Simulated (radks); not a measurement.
The numbers below are computed, except where a source is named.
Problem. Valence configurations of Hg+ (all share [Xe]). Level of theory: non-relativistic Kohn-Sham, LDA (Slater exchange, Perdew-Wang correlation), spin-polarised, spherical densities, point nucleus; open shells are filled with parallel spins first (spin-orbit coupling, left out, can overturn this in heavy ions); relativity is left out, which matters for an element this heavy (a radial shooting solver on a logarithmic mesh with Libxc functionals). Order these by energy: 4f14 5d9 6s1 6p1; 4f12 5d10 6s2 6p1; 4f14 5d10 6p1; 4f14 5d9.5 6s1.5; 4f14 5d9 6s2; 4f13.5 5d10 6s1.5; 4f13 5d10 6s2; 4f14 5d10 6s1; 4f13.5 5d9 6s2 6p0.5; 4f13.5 5d10 6s1 6p0.5.

Solution. From the lowest, in eV above it: 4f14 5d10 6s1 0.000; 4f14 5d9.5 6s1.5 4.335; 4f14 5d10 6p1 5.164; 4f14 5d9 6s2 9.074; 4f14 5d9 6s1 6p1 13.869; 4f13.5 5d10 6s1.5 55.840; 4f13.5 5d10 6s1 6p0.5 58.193; 4f13.5 5d9 6s2 6p0.5 69.315; 4f13 5d10 6s2 115.48; 4f12 5d10 6s2 6p1 252.78. NIST lists [Xe] 4f14 5d10 6s1 as the ground configuration; this level of theory agrees among the configurations tried. The energies are those of spherical high-spin densities, not of single terms. Relativity is left out, which favours d and f over s occupation in heavy atoms.
